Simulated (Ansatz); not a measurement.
`[Br][InH2]` + `[SiH3]`• → `[Br][InH]`• + SiH₄  (hydrogen abstraction from the In–H bond)

Calculated with Ansatz (gas phase, PBE0-D4/def2-TZVP geometries, no zero-point term in ΔE). CCSD(T)/CBS adds triple-zeta CCSD(T) − MP2 to the extrapolated MP2 energy (def2 sets, frozen cores). This one scheme is used for every species. Functionals use def2-TZVPP. B3LYP here is the variant with VWN-RPA as its local correlation; programs differ in this. Open shells (•) are unrestricted, without spin–orbit coupling. def2 core potentials past Kr. For Br, In outer-core shells are correlated without core-valence functions, which leaves a few kJ/mol of doubt a bond. Scalar relativity is left out up to krypton.

Is it downhill or uphill in electronic energy at CCSD(T)/CBS, and by how much? (An estimate is asked.)

Ansatz gave: Downhill: ΔE = -97.6 kJ/mol.

What do these levels give: BLYP-D4, r2SCAN-D4, BHLYP-D4, ωB97X-V, B3LYP, BHLYP? (Estimate.)

Ansatz gave: BLYP-D4 -113.6, r2SCAN-D4 -97.6, BHLYP-D4 -106.2, ωB97X-V -96.3, B3LYP -109.5, BHLYP -106.1 kJ/mol.

Largest T1 diagnostic among the species: 0.015.

From BLYP to BHLYP (50 % exact exchange), in def2-TZVPP and without D4, ΔE moves by +7.6 kJ/mol. Leaving LDA and LC-ωPBE aside and taking each functional with its dispersion term where it has one, the values, not all of them listed here, spread over 21.5 kJ/mol, from BLYP-D4 to B97M-V.
